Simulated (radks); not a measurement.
Q: Valence configurations of the bromine ion Br3+ (all share [Ar]). All-electron calculation, scalar-relativistic Kohn-Sham, PBE, spin-unpolarised, spherical densities, point nucleus. Program: a radial shooting solver on a logarithmic mesh with Libxc functionals. Order these by energy: 3d9 4s2 4p3; 3d9.5 4s2 4p2.5; 3d8.5 4s1.5 4p4; 3d8 4s2 4p4; 3d9 4s1 4p4; 3d10 4p4; 3d9.5 4s1 4p3.5; 3d10 4s1 4p3; 3d9.5 4p4.5; 3d10 4s2 4p2.

A: From the lowest, in eV above it: 3d10 4s2 4p2 0.000; 3d10 4s1 4p3 14.369; 3d10 4p4 28.842; 3d9.5 4s2 4p2.5 33.913; 3d9.5 4s1 4p3.5 48.677; 3d9.5 4p4.5 63.538; 3d9 4s2 4p3 70.546; 3d9 4s1 4p4 85.694; 3d8.5 4s1.5 4p4 117.72; 3d8 4s2 4p4 152.24. NIST lists [Ar] 3d10 4s2 4p2 as the ground configuration; this level of theory agrees among the configurations tried. The energies are those of spherical spin-averaged densities, not of single terms.
